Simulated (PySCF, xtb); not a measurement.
Si(H)(F)(vinyl)2 (C4H7FSi), SMILES C=C[SiH](F)C=C.

GFN2-xTB (xtb) at its own geometry gives an orbital gap of 4.10 eV and a dipole moment of 1.94 D.

Coordinates come from a PBE0-D3(BJ)/def2-SVP optimisation. One conformer was computed; it need not be the lowest.

Question: What does PySCF with HF/def2-TZVP give? (Estimate from the structure and the level; the computed values follow.)

Answer: gap 13.19 eV (levels -10.38 and 2.81 eV), dipole 1.97 D.
